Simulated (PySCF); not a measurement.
Vertical excitations of a molecule C4H10O from TDA-CAM-B3LYP/def2-SVPD run with PySCF, as energy in eV (oscillator strength): 6.90 (0.002), 8.23 (0.020), 8.63 (0.003), 8.75 (0.028), 8.86 (0.051), 8.92 (0.001), 9.26 (0.028), 9.37 (0.002), 9.41 (0.005), 9.47 (0.013). Lowest triplet (TDA): 6.58 eV. Geometry: B3LYP-D3(BJ)/def2-SVP. Other conformers were not sampled.

Task: Which structure fits?
(A) CC(C)(C)O
(B) CCOCC
(C) CC[C@H](C)O
(D) CCCCO

Result: D, CCCCO
